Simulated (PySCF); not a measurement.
**Correlation energy of S⁶⁺ (sulfur, charge +6)**

Starting occupation: [Ne]. All numbers are calculated (PySCF 2.14, X2C-1e with screened-nucleus spin-orbit coupling, Gaussian nucleus, in x2c-TZVPPall-2c with one added diffuse shell each of s, p, d type (6s7p4d1f, 54 functions)). Frozen: nothing; 10 electrons correlated.

MP2 pair energies summed by pair of shells (mhartree):

| pair | energy | share (%) |
| --- | --- | --- |
| 2p1/2-2p3/2 | -52.25 | 32.0 |
| 2p3/2-2p3/2 | -48.54 | 29.7 |
| 2p3/2-2s1/2 | -17.70 | 10.8 |
| 1s1/2-1s1/2 | -13.07 | 8.0 |
| 2p1/2-2p1/2 | -11.17 | 6.8 |
| 2p1/2-2s1/2 | -8.86 | 5.4 |
| 2s1/2-2s1/2 | -5.28 | 3.2 |
| 1s1/2-2p3/2 | -3.36 | 2.1 |
| 1s1/2-2p1/2 | -1.69 | 1.0 |
| 1s1/2-2s1/2 | -1.48 | 0.9 |

Total MP2 correlation energy: -163.40 mhartree.

| level | correlation energy (mhartree) |
| --- | --- |
| CCSD | -166.11 |
| (T) | -0.55 |
| CCSD(T) | -166.66 |

Diagnostics: T1 = 0.0012, largest double amplitude 0.009.

Cost of the coupled-cluster step: 100 s of wall time on 4 threads of Neoverse-V2 (shared host), for 10 occupied and 98 virtual spinors.

The basis has no tight functions for the innermost shells, so their pair energies are far from complete.

This basis was not built for core-valence correlation, so the inner-shell part is incomplete.
